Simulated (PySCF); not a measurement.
# Working out the ionisation energy of Pd⁺

Pd⁺ [Kr] 4d9 (2D) → Pd²⁺ [Kr] 4d8 (3F). All numbers are calculated (PySCF 2.14, scalar relativity through the core potential, in cc-pVDZ-PP with ECP28MDF (4s4p3d1f, 38 functions)). Frozen: 4s2 4p6. Energies in hartree (1 hartree = 27.21139 eV):

| part | Pd⁺ (lower) | Pd²⁺ (upper) |
| --- | --- | --- |
| UHF | -126.376248 | -125.737709 |
| MP2 opposite-spin | -0.132295 | -0.094922 |
| MP2 same-spin | -0.076085 | -0.058889 |

What does Hartree-Fock give?

(-125.737709) − (-126.376248) = 0.638539 hartree = 17.376 eV.

What do MP2 and SCS-MP2 (6/5 opposite-spin, 1/3 same-spin) give?

The opposite-spin parts differ by 1.017 eV and the same-spin parts by 0.468 eV. MP2: 17.376 + (1.017) + (0.468) = 18.861 eV. SCS-MP2: 17.376 + 1.2 × (1.017) + (0.468)/3 = 18.752 eV.

Reference: 19.43 ± 0.12 eV (semi-empirical (NIST evaluation); NIST Atomic Spectra Database, ionization energies), between the lowest levels; spin-orbit coupling is absent from the calculation.

A double-zeta basis recovers only part of the correlation energy.

What remains against the reference includes basis incompleteness, the frozen core and correlation beyond second order.
